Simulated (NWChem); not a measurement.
System: AlGeH$_{4}$OF; SMILES [Al]([GeH3])([OH])[F]

The following NWChem deck was run.

```
start job
memory heap 200 mb stack 900 mb global 1100 mb
geometry units angstroms noautosym nocenter noautoz
  Al    -0.182558     0.998410    -0.024930
  F      1.136519     2.003715    -0.166794
  Ge     0.054449    -1.451511    -0.000088
  H      0.539975    -1.984157    -1.371068
  H      1.091834    -1.912408     1.052864
  H     -1.285868    -2.151458     0.323265
  O     -1.729812     1.710823     0.098994
  H     -1.843972     2.670278     0.085665
end
basis spherical
  * library 6-31g*
end
dft
  xc hfexch
  iterations 150
end
property
  shielding
end
task dft property
```

NWChem printed, in part:

```
             Northwest Computational Chemistry Package (NWChem) 7.3.0
             --------------------------------------------------------

                             Geometry "geometry" -> ""
                             -------------------------

 Output coordinates in angstroms (scale by  1.889725989 to convert to a.u.)

  No.       Tag          Charge          X              Y              Z
 ---- ---------------- ---------- -------------- -------------- --------------
    1 Al                  13.0000    -0.18255800     0.99841000    -0.02493000
    2 F                    9.0000     1.13651900     2.00371500    -0.16679400
    3 Ge                  32.0000     0.05444900    -1.45151100    -0.00008800
    4 H                    1.0000     0.53997500    -1.98415700    -1.37106800
    5 H                    1.0000     1.09183400    -1.91240800     1.05286400
    6 H                    1.0000    -1.28586800    -2.15145800     0.32326500
    7 O                    8.0000    -1.72981200     1.71082300     0.09899400
    8 H                    1.0000    -1.84397200     2.67027800     0.08566500

 Effective nuclear repulsion energy (a.u.)     310.0493674677

  xc_inp: hfexch multiplicative factor not found.
                              NWChem Property Module
                              ----------------------

  itol2e modified to match energy
  convergence criterion.

                                 NWChem DFT Module
                                 -----------------

 Summary of "ao basis" -> "ao basis" (spherical)
 ------------------------------------------------------------------------------
       Tag                 Description            Shells   Functions and Types
 ---------------- ------------------------------  ------  ---------------------
 Al                          6-31g*                  8       18   4s3p1d
 F                           6-31g*                  6       14   3s2p1d
 Ge                          6-31g*                 12       32   5s4p3d
 H                           6-31g*                  2        2   2s
 O                           6-31g*                  6       14   3s2p1d

  itol2e modified to match energy
  convergence criterion.

            General Information
            -------------------
          SCF calculation type: DFT
          Wavefunction type:  closed shell.
          No. of atoms     :     8
          No. of electrons :    66
           Alpha electrons :    33
            Beta electrons :    33
          Charge           :     0
          Spin multiplicity:     1
          Use of symmetry is: off; symmetry adaption is: off
          Maximum number of iterations: 150
          AO basis - number of functions:    86
                     number of shells:    40
          Convergence on energy requested:  1.00D-07
          Convergence on density requested:  1.00D-05
          Convergence on gradient requested:  5.00D-04

              XC Information
              --------------
                     Hartree-Fock (Exact) Exchange  1.000

      Superposition of Atomic Density Guess
      -------------------------------------

 Sum of atomic energies:       -2492.99970159

      Non-variational initial energy
      ------------------------------

 Total energy =   -2493.687604
 1-e energy   =   -4092.540746
 2-e energy   =    1288.803775
 HOMO         =      -0.346723
 LUMO         =      -0.011948

[...]

          -----------------------------------------
          Chemical Shielding Tensors (GIAO, in ppm)
          -----------------------------------------

                                NWChem CPHF Module
                                ------------------

  scftype          =     RHF
  nclosed          =       33
  nopen            =        0
  variables        =     1749
  # of vectors     =        3
  tolerance        = 0.10D-03
  level shift      = 0.00D+00
  max iterations   =       50
  max subspace     =       30

 SCF residual:    6.4148801735181333E-005

Iterative solution of linear equations
  No. of variables     1749
  No. of equations        3
  Maximum subspace       30
        Iterations       50
       Convergence  1.0D-04

   iter   nsub   residual    time
   ----  ------  --------  ---------
     1      3    7.69D-01      31.0
     2      6    1.25D-01      35.7
     3      9    2.89D-02      41.6
     4     12    5.67D-03      46.8
     5     15    8.77D-04      51.3
     6     18    1.17D-04      55.7
     7     21    2.02D-05      60.1

      Atom:    1  Al
        Diamagnetic
    793.1601      0.7891     -0.5801
      0.7891    794.6455     -0.2286
     -0.5801     -0.2286    787.0287

        Paramagnetic
   -317.3686    -35.8843     -0.1844
    -35.8843   -210.4593      0.5660
     -0.1844      0.5660   -329.0304

        Total Shielding Tensor
    475.7915    -35.0952     -0.7645
    -35.0952    584.1862      0.3374
     -0.7645      0.3374    457.9982

           isotropic =     505.9920
          anisotropy =     132.8505

          Principal Components and Axis System
                 1           2           3
              594.5589    465.4752    457.9418

      1        -0.2834      0.9554      0.0826
      2         0.9590      0.2827      0.0203
      3         0.0040     -0.0849      0.9964

      Atom:    2  F
        Diamagnetic
    480.5832     14.0423     -1.8565
     14.0423    472.7037     -1.4783
     -1.8565     -1.4783    463.7334

        Paramagnetic
   -118.9195     71.8384     -1.1664
     71.8384   -105.8341     -6.8850
     -1.1664     -6.8850   -112.0750

        Total Shielding Tensor
    361.6637     85.8807     -3.0229
     85.8807    366.8696     -8.3633
     -3.0229     -8.3633    351.6585

           isotropic =     360.0639
          anisotropy =     136.1791

          Principal Components and Axis System
                 1           2           3
              450.8500    351.1779    278.1640

      1         0.6928      0.0926      0.7152
      2         0.7165      0.0237     -0.6971
      3        -0.0815      0.9954     -0.0499

      Atom:    3  Ge
        Diamagnetic
   2758.4997     -0.2945     -0.0024
     -0.2945   2762.1069     -0.0521
     -0.0024     -0.0521   2758.3815

        Paramagnetic
   -764.0801     16.1481     -4.2098
     16.1481   -850.8160     -4.2121
     -4.2098     -4.2121   -800.2787

        Total Shielding Tensor
   1994.4196     15.8535     -4.2121
     15.8535   1911.2908     -4.2642
     -4.2121     -4.2642   1958.1028

           isotropic =    1954.6044
          anisotropy =      65.0164

          Principal Components and Axis System
                 1           2           3
             1997.9487   1957.7313   1908.1332

      1         0.9751      0.1333     -0.1770
      2         0.1844     -0.0454      0.9818
      3        -0.1228      0.9900      0.0689

      Atom:    4  H
        Diamagnetic
     23.6464     -2.6529     -6.1474
     -2.6529     25.9426      7.3157
     -6.1474      7.3157     38.6626

        Paramagnetic
      1.2177      0.5906      1.4662
      0.5906      0.1841     -1.6556
      1.4662     -1.6556     -2.5824

        Total Shielding Tensor
     24.8641     -2.0623     -4.6812
     -2.0623     26.1267      5.6601
     -4.6812      5.6601     36.0802

           isotropic =      29.0237
          anisotropy =      16.9623

          Principal Components and Axis System
                 1           2           3
               40.3319     23.5722     23.1669

      1        -0.3140      0.1121      0.9428
      2         0.3904      0.9204      0.0206
      3         0.8654     -0.3746      0.3327

      Atom:    5  H
        Diamagnetic
     31.3680     -4.9091     10.0630
     -4.9091     25.2495     -4.9984
     10.0630     -4.9984     31.6287

        Paramagnetic
     -0.6258      1.1039     -2.4522
      1.1039      0.3619      1.1134
     -2.4522      1.1134     -0.8467

        Total Shielding Tensor
     30.7422     -3.8052      7.6108
     -3.8052     25.6113     -3.8851
      7.6108     -3.8851     30.7820

           isotropic =      29.0452
          anisotropy =      16.9959

          Principal Components and Axis System
                 1           2           3
               40.3758     23.6132     23.1466

      1         0.6620      0.3136      0.6808
      2        -0.3456      0.9337     -0.0940
      3         0.6651      0.1731     -0.7264

      Atom:    6  H
        Diamagnetic
     37.8256      9.0641     -3.9758
      9.0641     28.0782     -2.2694
     -3.9758     -2.2694     22.3966

        Paramagnetic
     -2.3492     -2.1910      0.9560
     -2.1910     -0.1796      0.5182
      0.9560      0.5182      1.2704

        Total Shielding Tensor
     35.4765      6.8731     -3.0199
      6.8731     27.8986     -1.7512
     -3.0199     -1.7512     23.6670

           isotropic =      29.0140
          anisotropy =      16.8836

          Principal Components and Axis System
                 1           2           3
               40.2698     23.8401     22.9323

      1         0.8428     -0.5027      0.1924
      2         0.4974      0.8640      0.0786
      3        -0.2058      0.0294      0.9782

      Atom:    7  O
        Diamagnetic
    400.5765    -13.1831     -1.7683
    -13.1831    397.8179      0.6988
     -1.7683      0.6988    377.7529

[...]
```

Level: Hartree-Fock/6-31G* (spherical d), GIAO. All runs use the structure optimised with B3LYP/6-31G* (spherical d). The printed shielding anisotropy is the first printed principal value minus the mean of the other two.
